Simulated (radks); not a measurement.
Initial-state core-level shifts of the europium ion Eu2+ when its valence configuration changes from [Xe] 4f7. All-electron calculation, Dirac Kohn-Sham, BLYP, spin-unpolarised, spherical densities, point nucleus; open shells fill j = l - 1/2 first. Program: a radial shooting solver on a logarithmic mesh with Libxc functionals. Shifts are changes of the shell-averaged eigenvalues in eV (positive: less bound).

| valence | 4s | 4p | 4d | 5s |
|---|---|---|---|---|
| 4f6 6p1 | -10.903 | -10.753 | -10.487 | -7.117 |
| 4f5 6p2 | -23.552 | -23.178 | -22.537 | -14.657 |
| 4f4 5d2 6p1 | -29.023 | -28.369 | -27.271 | -14.739 |
| 4f4.5 5d0.5 6p2 | -28.270 | -27.762 | -26.899 | -16.606 |
| 4f6.5 6s0.5 | -4.699 | -4.632 | -4.512 | -2.979 |
| 4f6 5d1 | -7.275 | -7.118 | -6.837 | -3.547 |
| 4f3 5d3 6p1 | -39.065 | -38.084 | -36.478 | -18.508 |
| 4f3.5 5d0.5 6s1 6p2 | -41.601 | -40.782 | -39.430 | -23.504 |
| 4f6.5 6p0.5 | -5.200 | -5.133 | -5.014 | -3.479 |
